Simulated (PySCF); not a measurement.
**How methods differ on the ionisation energy of Se²⁺**

Se²⁺ [Ar] 3d10 4s2 4p2 (3P) → Se³⁺ [Ar] 3d10 4s2 4p1 (2P), as a difference of total energies. Calculation: PySCF 2.14, in aug-cc-pwCVDZ-PP with ECP10MDF; a scalar-relativistic core potential. Correlated levels: valence and next inner shell: nothing frozen outside the core potential. The calculations carry no spin-orbit coupling.

| method | ionisation energy (eV) | difference from reference (eV) |
| --- | --- | --- |
| UHF | 30.976 | -0.721 |
| MP2 (valence and next inner shell) | 31.426 | -0.271 |
| SCS-MP2 (valence and next inner shell) | 31.310 | -0.387 |
| CCSD (valence and next inner shell) | 31.398 | -0.299 |
| CCSD(T) (valence and next inner shell) | 31.408 | -0.289 |

Reference: 31.697 ± 0.019 eV (measured; NIST Atomic Spectra Database, ionization energies).

The reference lies between the lowest fine-structure levels, while these numbers refer to the centres of the terms.

Errors of the correlated levels include the incompleteness of this basis.
